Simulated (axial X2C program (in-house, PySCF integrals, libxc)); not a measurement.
**TeCl⁺: from the spin-free to the two-component result**

Computed with an axial X2C code built on PySCF integrals. Spin-free means the one-electron spin-free X2C Hamiltonian; two-component (2c) means X2C with spin–orbit coupling and atomic mean-field two-electron Coulomb and Gaunt terms, so the difference of the two also holds small scalar two-electron terms. Basis: Te dyall-cv3z [11s12p8d4f1g], Cl dyall-av3z [9s8p3d2f] (cores contracted in-house); Gaussian nuclei, density fitting, unrestricted open shells. Masses: Te 129.906 u, Cl 34.969 u.

Spin-free state: M_S = 1, Λ = 0 (beyond evenly filled blocks: π+α, π-α); fragments Te+ + Cl.

```csv
level,Re (Å),ωe (cm⁻¹),De (eV),μ (D)
PBE0,2.228,457.9,2.917,-0.82
PBEsol,2.238,444.3,3.526,-0.49
```

Dipoles are positive if Cl is the positive end and refer to the centre of mass.

Two-component determinant lowest at the distance of the search:

Ω = 1 (⟨Sz⟩ = 0.99, ⟨Lz⟩ = 0.01 at PBE0); fragments Te+ + Cl.

```json
{"level": "PBE0", "Re (Å)": "2.231", "ωe (cm⁻¹)": "454.3", "De (eV)": "2.805", "μ (D)": "-0.82"}
{"level": "PBEsol", "Re (Å)": "2.242", "ωe (cm⁻¹)": "440.3", "De (eV)": "3.407", "μ (D)": "-0.49"}
```

(1) From the two tables, how do the constants change at the PBE0 level (2c against spin-free)?

One determinant describes the state; a PBE0 search over occupations chose it and may have missed a lower one. De is counted from the lowest determinant-based energies of the atoms at the same level, without counterpoise correction. Density functionals use the spin component along the axis (collinear). In 2c an atomic determinant is not the ground J level, so De misses part of the atomic spin–orbit lowering. This holds for PBE0, PBEsol. PBE0 can misorder states that lie within some tenths of an eV, so this need not be the ground state of the molecule. The nearest other spin-free determinant of the search, M_S = 0, Λ = 2, lies 0.82 eV up at the distance of the search. Without a current term, density functionals place determinants with orbital angular momentum somewhat too high. With several unpaired electrons one determinant need not be a pure state. Open-shell Ω = 0 determinants with evenly filled partner blocks cannot be reached by this program, so the Ω shown need not be the lowest component. This is the Ω = 1 component of a π² triplet; the 0⁺ component is not one determinant and can lie lowest.

Answers

(1) At the PBE0 level Re goes up by 0.003 Å and ωe decreases by 3.6 cm⁻¹; De is not compared, since the atomic limits differ or miss part of their spin–orbit lowering.
